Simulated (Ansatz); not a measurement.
Cu₂Te⁺. Charge 1, multiplicity 2. Geometry B3LYP-D4/def2-TZVP, that of the neutral singlet.

```xyz
3

Cu    0.189    0.045    1.472
Cu   -0.101    1.178   -0.897
Te   -0.088   -1.223   -0.575
```

In the def2 sets Te takes a core potential; there is no spin–orbit coupling. The structure comes from a short search, and lower isomers may exist.

**Question.** Estimate the α-spin orbital energies around the gap (eV) in Ansatz with PBE-D4/def2-TZVP, r2SCAN-D4/def2-TZVP, PBE0-D4/def2-TZVP.

**Answer.** 
```json
{"orbital": "HOMO−5", "PBE-D4/def2-TZVP": "-11.91", "r2SCAN-D4/def2-TZVP": "-11.98", "PBE0-D4/def2-TZVP": "-13.72"}
{"orbital": "HOMO−4", "PBE-D4/def2-TZVP": "-11.73", "r2SCAN-D4/def2-TZVP": "-11.82", "PBE0-D4/def2-TZVP": "-13.64"}
{"orbital": "HOMO−3", "PBE-D4/def2-TZVP": "-11.71", "r2SCAN-D4/def2-TZVP": "-11.81", "PBE0-D4/def2-TZVP": "-13.63"}
{"orbital": "HOMO−2", "PBE-D4/def2-TZVP": "-11.68", "r2SCAN-D4/def2-TZVP": "-11.72", "PBE0-D4/def2-TZVP": "-12.86"}
{"orbital": "HOMO−1", "PBE-D4/def2-TZVP": "-11.07", "r2SCAN-D4/def2-TZVP": "-11.28", "PBE0-D4/def2-TZVP": "-12.25"}
{"orbital": "HOMO", "PBE-D4/def2-TZVP": "-10.92", "r2SCAN-D4/def2-TZVP": "-10.97", "PBE0-D4/def2-TZVP": "-11.99"}
{"orbital": "LUMO", "PBE-D4/def2-TZVP": "-8.51", "r2SCAN-D4/def2-TZVP": "-8.23", "PBE0-D4/def2-TZVP": "-7.49"}
{"orbital": "LUMO+1", "PBE-D4/def2-TZVP": "-7.81", "r2SCAN-D4/def2-TZVP": "-7.43", "PBE0-D4/def2-TZVP": "-6.66"}
{"orbital": "LUMO+2", "PBE-D4/def2-TZVP": "-5.56", "r2SCAN-D4/def2-TZVP": "-5.24", "PBE0-D4/def2-TZVP": "-4.52"}
{"orbital": "LUMO+3", "PBE-D4/def2-TZVP": "-5.02", "r2SCAN-D4/def2-TZVP": "-4.70", "PBE0-D4/def2-TZVP": "-4.01"}
{"orbital": "LUMO+4", "PBE-D4/def2-TZVP": "-3.97", "r2SCAN-D4/def2-TZVP": "-3.58", "PBE0-D4/def2-TZVP": "-2.96"}
{"orbital": "LUMO+5", "PBE-D4/def2-TZVP": "-2.78", "r2SCAN-D4/def2-TZVP": "-2.28", "PBE0-D4/def2-TZVP": "-1.86"}
{"orbital": "β HOMO", "PBE-D4/def2-TZVP": "-10.78", "r2SCAN-D4/def2-TZVP": "-10.83", "PBE0-D4/def2-TZVP": "-11.77"}
{"orbital": "β LUMO", "PBE-D4/def2-TZVP": "-10.11", "r2SCAN-D4/def2-TZVP": "-9.77", "PBE0-D4/def2-TZVP": "-9.07"}
```
